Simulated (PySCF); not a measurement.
# `C[Se]C1=C[C@H]2C=C[C@@H]1C=C2`, C$_{9}$H$_{10}$Se

Molfile (atoms numbered from 1):
```
C9H10Se
     RDKit          3D

 20 21  0  0  0  0  0  0  0  0999 V2000
    3.4428    0.5939    0.6306 C   0  0  0  0  0  0  0  0  0  0  0  0
    2.1813   -0.6059    1.4734 Se  0  0  0  0  0  2  0  0  0  0  0  0
    0.6691   -0.1981    0.4358 C   0  0  0  0  0  0  0  0  0  0  0  0
    0.5285    0.6553   -0.5837 C   0  0  0  0  0  0  0  0  0  0  0  0
   -0.9015    0.6729   -1.1393 C   0  0  1  0  0  0  0  0  0  0  0  0
   -1.2186   -0.7739   -1.5241 C   0  0  0  0  0  0  0  0  0  0  0  0
   -1.0716   -1.6243   -0.5105 C   0  0  0  0  0  0  0  0  0  0  0  0
   -0.6322   -0.9387    0.7837 C   0  0  2  0  0  0  0  0  0  0  0  0
   -1.6621    0.1566    1.0642 C   0  0  0  0  0  0  0  0  0  0  0  0
   -1.8082    1.0042    0.0481 C   0  0  0  0  0  0  0  0  0  0  0  0
    4.3971    0.4840    1.1622 H   0  0  0  0  0  0  0  0  0  0  0  0
    3.0928    1.6316    0.7170 H   0  0  0  0  0  0  0  0  0  0  0  0
    3.5779    0.3249   -0.4259 H   0  0  0  0  0  0  0  0  0  0  0  0
    1.3050    1.2889   -1.0106 H   0  0  0  0  0  0  0  0  0  0  0  0
   -1.0172    1.3733   -1.9749 H   0  0  0  0  0  0  0  0  0  0  0  0
   -1.5232   -1.0410   -2.5372 H   0  0  0  0  0  0  0  0  0  0  0  0
   -1.2341   -2.7021   -0.5527 H   0  0  0  0  0  0  0  0  0  0  0  0
   -0.5102   -1.6380    1.6205 H   0  0  0  0  0  0  0  0  0  0  0  0
   -2.1958    0.2008    2.0144 H   0  0  0  0  0  0  0  0  0  0  0  0
   -2.4849    1.8600    0.0280 H   0  0  0  0  0  0  0  0  0  0  0  0
  1  2  1  0
  2  3  1  0
  3  4  2  0
  4  5  1  0
  5  6  1  0
  6  7  2  0
  7  8  1  0
  8  9  1  0
  9 10  2  0
  8  3  1  0
 10  5  1  0
  1 11  1  0
  1 12  1  0
  1 13  1  0
  4 14  1  0
  5 15  1  6
  6 16  1  0
  7 17  1  0
  8 18  1  1
  9 19  1  0
 10 20  1  0
M  END
```

The calculation used quadratic response CAM-B3LYP/def2-SVPD first hyperpolarisability, Taylor convention, gas phase in PySCF. Geometry: PBE0-D3(BJ)/def2-SVP.

The calculation is non-relativistic, which matters for the atoms heavier than Zn.

Q: Give the tensor of the static β(0;0,0) in the axes of these coordinates.

A: In au, Taylor convention; rows are the first index (the induced dipole):
```tsv
	xx	yy	zz	xy	xz	yz
x	+83.5	-32.4	+34.9	+3.3	+46.5	-9.4
y	+3.3	+115.3	-12.3	-32.4	-9.4	-13.5
z	+46.5	-13.5	-117.2	-9.4	+34.9	-12.3
```
Norm of βᵢ = ⅓ Σⱼ (βᵢⱼⱼ + βⱼᵢⱼ + βⱼⱼᵢ): 160.5 au, hyper-Rayleigh value 81.3 au.
